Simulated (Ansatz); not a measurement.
Ansatz results at the PBE0-D4/def2-TZVP geometry: LUMO energy (PBE/def2-TZVPP) -1.93 eV; size of the dipole moment (PBE/def2-TZVPP) 0.62 D; HOMO energy (B3LYP/def2-TZVPP) -6.16 eV.

Problem. Which molecule gave them?
A. `[SiH3]C([SiH3])[TeH]`
B. `CBC(C)=S`
C. `C=NCN[SiH3]`
D. `[F][Al]1[CH]=[C]1[SiH3]`

Solution. A. The others give `C=NCN[SiH3]`: -1.64, 0.94, -6.91; `[F][Al]1[CH]=[C]1[SiH3]`: -2.31, 0.38, -6.44; `CBC(C)=S`: -3.16, 2.21, -6.77.

B3LYP here is the variant with VWN-RPA as its local correlation; programs differ in this.
